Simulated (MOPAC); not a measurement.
MOPAC input (MNDO):

```
MNDO 1SCF CHARGE=-1 GEO-OK AUX(PRECISION=9) THREADS=1
C3HO

O     1.46243500 1   -0.27158900 1    0.05994200 1
C     0.24139500 1   -0.07905500 1    0.00928300 1
C    -1.11361300 1   -0.60521000 1   -0.06015200 1
C    -0.85028900 1    0.75894900 1   -0.02411300 1
H    -1.36443800 1    1.72460400 1   -0.02964100 1
```

From the output:

```
                                                       MOPAC v23.2.5 Linux

          FINAL HEAT OF FORMATION =         72.96607 KCAL/MOL =     305.29005 KJ/MOL

          COSMO AREA              =         87.60 SQUARE ANGSTROMS
          COSMO VOLUME            =         70.49 CUBIC ANGSTROMS

          IONIZATION POTENTIAL    =          2.669079 EV
          HOMO LUMO ENERGIES (EV) =         -2.669  7.066
          NO. OF FILLED LEVELS    =         10
          MOLECULAR WEIGHT        =         53.0403         POINT GROUP:  Cs

          MOLECULAR DIMENSIONS (Angstroms)

            Atom       Atom       Distance
            H     5    O     1     3.46179
            C     3    O     1     1.75988
            H     5    C     4     0.00000

          SCF CALCULATIONS        =          1

   ATOM   CHEMICAL          X               Y               Z
  NUMBER   SYMBOL      (ANGSTROMS)     (ANGSTROMS)     (ANGSTROMS)

     1       O          1.46243500  *  -0.27158900  *   0.05994200  *
     2       C          0.24139500  *  -0.07905500  *   0.00928300  *
     3       C         -1.11361300  *  -0.60521000  *  -0.06015200  *
     4       C         -0.85028900  *   0.75894900  *  -0.02411300  *
     5       H         -1.36443800  *   1.72460400  *  -0.02964100  *

                             CARTESIAN COORDINATES

   1    O        1.462435000    -0.271589000     0.059942000
   2    C        0.241395000    -0.079055000     0.009283000
   3    C       -1.113613000    -0.605210000    -0.060152000
   4    C       -0.850289000     0.758949000    -0.024113000
   5    H       -1.364438000     1.724604000    -0.029641000

           Empirical Formula: C3 H O  =     5 atoms

      MOLECULAR POINT GROUP   :   Cs

                  EIGENVALUES
 -37.12050 -31.21443 -15.00474 -12.80790  -9.75280  -8.41387  -7.36653  -4.91747
  -3.87039  -2.66908   7.06564   7.62108   9.62792  10.04906  10.66453  11.76979
  13.86016

              NET ATOMIC CHARGES AND DIPOLE CONTRIBUTIONS

  ATOM NO.   TYPE          CHARGE      No. of ELECS.   s-Pop       p-Pop
    1          O          -0.487778        6.4878     1.88478     4.60300
    2          C           0.142204        3.8578     1.20024     2.65756
    3          C          -0.272547        4.2725     1.65438     2.61817
    4          C          -0.446098        4.4461     1.25160     3.19450
    5          H           0.064218        0.9358     0.93578
 DIPOLE           X         Y         Z       TOTAL
 POINT-CHG.    -0.282     0.125    -0.010     0.309
 HYBRID         0.675     1.927     0.064     2.043
 SUM            0.393     2.052     0.054     2.090

          ATOMIC ORBITAL ELECTRON POPULATIONS

     Atom    s        px        py        pz
    1  O   1.88478   1.17923   1.87787   1.54590
    2  C   1.20024   0.87569   1.02967   0.75220
    3  C   1.65438   1.00900   1.09510   0.51406
    4  C   1.25160   1.05254   0.95285   1.18910
    5  H   0.93578

 **********************
 *                    *
 * JOB ENDED NORMALLY *
 *                    *
 **********************

 == MOPAC DONE ==
```

The dipole moment of an ion depends on the origin.

The geometry given is a B3LYP-D3(BJ)/def2-TZVP minimum.
